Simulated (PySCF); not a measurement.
A compound of formula C18H17F3O has these computed shifts in ppm, with the number of atoms in brackets (GIAO KT2/pcSseg-1, gas phase, PySCF SCF with an in-house response code, fitting set def2-universal-JFIT, grid level 2, non-relativistic, on the GFN2-xTB geometry; 13C, 1H against isolated TMS; 19F against isolated CFCl3; 17O against isolated H2O).

13C: 163.2 (2), 161.5 (1), 156.9 (1), 143.3 (1), 125.5 (1), 118.7 (1), 114.7 (1), 109.4 (1), 107.0 (1), 106.6 (2), 106.3 (1), 92.7 (1), 58.8 (1), 45.3 (1), 36.6 (1), 18.0 (1)
1H: 7.53 (1), 7.01 (1), 6.74 (2), 6.62 (1), 6.46 (1), 5.66 (1), 5.25 (1), 5.07 (2), 2.52 (2), 1.58 (2), 1.18 (3)
17O: 148.3 (1)
19F: -143.9 (2), -148.2 (1)

Which structure gave them?

C=Cc1ccc(OCc2c(F)cc(CCC)cc2F)cc1F. Other isomers were not compared.
